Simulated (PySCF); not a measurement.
# Computed data sheet: `Cc1cccc(C)c1` (m-xylene)

Compound: m-xylene, C8H10.
Cartesian coordinates in Å at the PBE0-D3(BJ)/def2-TZVP level; atoms count from 1:
```xyz
18
C8H10 angstrom
C     -2.4035   -1.0728    0.3785
C     -1.1979   -0.2329    0.0837
C     -1.3285    1.0934   -0.3117
C     -0.2039    1.8684   -0.5528
C      1.0620    1.3283   -0.4011
C      1.2218    0.0005   -0.0132
C      2.5877   -0.6023    0.1165
C      0.0830   -0.7596    0.2247
H     -3.3074   -0.6350   -0.0477
H     -2.5589   -1.1677    1.4574
H     -2.2917   -2.0830   -0.0219
H     -2.3182    1.5223   -0.4303
H     -0.3163    2.9027   -0.8582
H      1.9383    1.9407   -0.5866
H      2.5877   -1.4432    0.8121
H      2.9430   -0.9751   -0.8494
H      3.3144    0.1325    0.4683
H      0.1962   -1.7961    0.5313
```

Structural features include: benzene ring.

From PBE0-D3(BJ)/def2-TZVP geometry optimisation, gas phase (PySCF):

| Item | Value |
| --- | --- |
| Rotational constants A, B, C | 3.611, 1.781, 1.211 GHz |

PBE0/pcSseg-2 ground state and GIAO shieldings, non-relativistic (PySCF):

| Quantity | Value |
| --- | --- |
| Dipole moment | 0.40 D |
| HOMO energy | -6.79 eV |
| LUMO energy | -0.15 eV |
| HOMO–LUMO gap | 6.64 eV |
| Lowest Hirshfeld atomic charge | -0.12 e on C1/C7 |
| Highest Hirshfeld atomic charge | +0.05 e on H9, H10, H11, H12, H13, H14, H15, H16, H17, H18 |
| 13C chemical shifts (computed TMS as zero) by class | 148.8 (C2/C6), 139.4 (C8), 138.1 (C4), 135.4 (C3/C5), 24.3 (C1/C7) ppm |
| 1H chemical shifts (computed TMS as zero) by class | 7.47 (H13), 7.39 (H18), 7.30 (H12/H14), 2.41 (H9/H10/H11/H15/H16/H17) ppm |
| Mayer bond orders between heavy atoms | C1–C2 0.99, C2–C3 1.36, C3–C4 1.42, C4–C5 1.44, C5–C6 1.36, C6–C7 0.98, C6–C8 1.37, C8–C2 1.38 |

Monoisotopic mass (most abundant isotopes): 106.0783 u.

The dipole matches unit charges of opposite sign 0.08 Å apart (1 e·Å = 4.8032 D). With B = h/(8π²I), that is 505.379 GHz u Å² over I, the principal moments of inertia are 140.0, 283.7 and 417.4 u Å² (most abundant isotopes); the inertial defect Ic − Ia − Ib is -6.3 u Å² (zero for a rigid planar frame, negative otherwise). The rotational constants make it an asymmetric top with κ = (2B − A − C)/(A − C) = -0.52, nearer the prolate limit (−1).

Geometry: PBE0-D3(BJ)/def2-TZVP; no solvent or vibrations. NMR classes are plain means over equivalent atoms (diastereotopic ones count apart unless rotation or inversion swaps them), as if these changed places fast; in this geometry the members of some classes differ.

For the NMR shielding job (PBE0/pcSseg-2), on 2 threads, AMD EPYC (x86_64), no GPU, shared host with 64 logical CPUs at a one-minute load of 60, this took 2.2 min wall, 5.0 min CPU and 2.8 GiB of memory at its peak.
